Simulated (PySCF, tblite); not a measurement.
Isomers of CH12N2O2Si3, one GFN2-xTB conformer each. Single-point energies are computed at PBE0/pcSseg-1 (PySCF, gas phase, no added dispersion term), electronic only.

```
                       SMILES  GFN2-xTB relative energy (kcal/mol)
CO[Si@@](N)(O)N([SiH3])[SiH3]                                  0.0
 CN[Si@@H](N)[Si](O)(O)[SiH3]                                 44.9
```

Conformers: `[CH3:1][O:2][Si@@:3]([NH2:4])([OH:5])[N:6]([SiH3:7])[SiH3:8]` with C1–O2–Si3–N4 -62°, O2–Si3–N4–H 177° and -51°, O2–Si3–O5–H 170°, O2–Si3–N6–Si7 -167°; `[CH3:1][NH:2][Si@@H:3]([NH2:4])[Si:5]([OH:6])([OH:7])[SiH3:8]` with C1–N2–Si3–N4 59°, N2–Si3–N4–H -53° and 169°, N2–Si3–Si5–O6 174°, Si3–Si5–O6–H -171°, Si3–Si5–O7–H 38°.

Task: What does PBE0/pcSseg-1 give for the same structures?

Result: 
| SMILES | PBE0/pcSseg-1 E (Eh) | PBE0/pcSseg-1 (kcal/mol) | GFN2-xTB (kcal/mol) | point group |
| --- | --- | --- | --- | --- |
| CO[Si@@](N)(O)N([SiH3])[SiH3] | -1173.16020 | 0.0 | 0.0 | C1 |
| CN[Si@@H](N)[Si](O)(O)[SiH3] | -1173.11105 | 30.8 | 44.9 | C1 |

Both levels put the same isomer lowest. As drawn, the higher has an Si–Si bond, which the lower lacks.

Task: Which frontier levels, dipoles and rotational constants go with these structures?

Result: 
| SMILES | HOMO (eV, PBE0/pcSseg-1) | LUMO (eV) | dipole (D) | A, B, C (MHz) |
| --- | --- | --- | --- | --- |
| CO[Si@@](N)(O)N([SiH3])[SiH3] | -7.14 | 0.09 | 1.70 | 1549, 986.9, 733.1 |
| CN[Si@@H](N)[Si](O)(O)[SiH3] | -6.68 | -0.59 | 1.32 | 1591, 673.4, 644.8 |

Task: What happens when harmonic zero-point energies from GFN2-xTB frequencies are added?

Result: 
```
                       SMILES  ZPE (kcal/mol)  electronic (kcal/mol)  with ZPE (kcal/mol)
CO[Si@@](N)(O)N([SiH3])[SiH3]            84.9                    0.0                  0.0
 CN[Si@@H](N)[Si](O)(O)[SiH3]            87.1                   30.8                 33.1
```

The zero-point energies span 2.2 kcal/mol. The order is unchanged.
